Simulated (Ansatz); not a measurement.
`C=C[S][GeH3]` at its PBE0-D4/def2-TZVP geometry, where that method's forces vanish. The species carries charge 0 and has multiplicity 1.

```
atom   x (Å)   y (Å)   z (Å)
  C1  -2.004  -0.348   0.949
  C2  -1.050  -0.028   0.084
  S3   0.144  -1.181  -0.495
 Ge4   1.900   0.171  -0.662
  H5  -2.059  -1.331   1.403
  H6  -2.767   0.373   1.215
  H7  -1.015   0.964  -0.359
  H8   2.969  -0.620  -1.425
  H9   2.409   0.574   0.731
 H10   1.473   1.426  -1.441
```

Task: For each bond, give half the difference of the two atoms' forces along it (eV/Å; positive pushes the atoms apart) under PBE-D4, r2SCAN-D4, B3LYP-D4, ωB97M-V in def2-TZVPP. (Best estimate.)

Result: The calculation gave: 
```json
{"bond": "C1–C2", "length (Å)": "1.327", "PBE-D4": "0.41", "r2SCAN-D4": "0.21", "B3LYP-D4": "0.07", "ωB97M-V": "-0.08"}
{"bond": "C1–H5", "length (Å)": "1.084", "PBE-D4": "0.00", "r2SCAN-D4": "-0.08", "B3LYP-D4": "-0.06", "ωB97M-V": "-0.02"}
{"bond": "C1–H6", "length (Å)": "1.084", "PBE-D4": "0.00", "r2SCAN-D4": "-0.08", "B3LYP-D4": "-0.09", "ωB97M-V": "-0.05"}
{"bond": "C2–S3", "length (Å)": "1.758", "PBE-D4": "-0.01", "r2SCAN-D4": "0.06", "B3LYP-D4": "0.21", "ωB97M-V": "0.26"}
{"bond": "C2–H7", "length (Å)": "1.087", "PBE-D4": "0.03", "r2SCAN-D4": "-0.08", "B3LYP-D4": "-0.13", "ωB97M-V": "-0.11"}
{"bond": "S3–Ge4", "length (Å)": "2.222", "PBE-D4": "0.15", "r2SCAN-D4": "0.04", "B3LYP-D4": "0.21", "ωB97M-V": "0.04"}
{"bond": "Ge4–H8", "length (Å)": "1.533", "PBE-D4": "0.06", "r2SCAN-D4": "-0.06", "B3LYP-D4": "-0.04", "ωB97M-V": "-0.07"}
{"bond": "Ge4–H9", "length (Å)": "1.537", "PBE-D4": "0.07", "r2SCAN-D4": "-0.03", "B3LYP-D4": "-0.03", "ωB97M-V": "-0.08"}
{"bond": "Ge4–H10", "length (Å)": "1.538", "PBE-D4": "0.06", "r2SCAN-D4": "-0.05", "B3LYP-D4": "-0.03", "ωB97M-V": "-0.08"}
```

B3LYP here is the variant with VWN-RPA as its local correlation; programs differ in this.

Program: Ansatz 0.2.0.
